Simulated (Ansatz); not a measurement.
Calculated with Ansatz (gas phase, PBE0-D4/def2-TZVP geometries, no zero-point term in ΔE). CCSD(T)/CBS is the MP2 limit (def2-TZVPP, def2-QZVPP) plus CCSD(T) − MP2 in def2-TZVPP, frozen cores. This one scheme is used for every species, atoms too. DFT in def2-TZVPP. B3LYP here is the variant with VWN-RPA as its local correlation; programs differ in this. No spin–orbit coupling; open shells (•) take unrestricted orbitals. Spin–orbit coupling would lower the free atoms: a little for Cl; strongly for In. def2 core potentials past Kr. Bonds to In are less sure, by a few kJ/mol each and by 10 to 20 or more in all where they break to atoms, as the def2 sets lack core-valence functions. One conformer a species, not always the lowest.

Reaction (atomization): `[NH2][In]([Cl])[Cl]` → 2 Cl• + 2 H• + In• + N•

(1) What is ΔE at CCSD(T)/CBS? (Best estimate.)

(2) What do these levels give: BLYP-D4, r2SCANh-D4, PBE, PBE0, B3LYP, CAM-B3LYP, LC-ωPBE, MP2/def2-SVP, CCSD/def2-SVP, HF/def2-TZVPP, MP2/def2-TZVPP, CCSD/CBS(def2)? (Estimate.)

Largest T1 diagnostic among the species: 0.015.

## Answers

(1) Ansatz gave: +1713.1 kJ/mol.

(2) Ansatz gave: BLYP-D4 1666.6, r2SCANh-D4 1680.4, PBE 1712.1, PBE0 1677.0, B3LYP 1644.7, CAM-B3LYP 1670.8, LC-ωPBE 1690.4, MP2/def2-SVP 1579.8, CCSD/def2-SVP 1510.3, HF/def2-TZVPP 1135.5, MP2/def2-TZVPP 1682.7, CCSD/CBS(def2) 1673.5 kJ/mol.

The D4 term adds +22.8 kJ/mol with B3LYP and +12.2 kJ/mol with PBE0; it sums over pairs of atoms, weighted by their polarisabilities, and B3LYP, whose exchange is more repulsive, gets the larger term. From BLYP to BHLYP (50 % exact exchange), in def2-TZVPP and without D4, ΔE moves by −42.6 kJ/mol: exact exchange takes away binding that semilocal exchange gives to molecules.

For atomizations the MP2-based limit and the directly extrapolated one differ by several kJ/mol either way, and by 10 to 25 for some Ge, Se and Sn compounds, so smaller differences from it don't rank the levels.
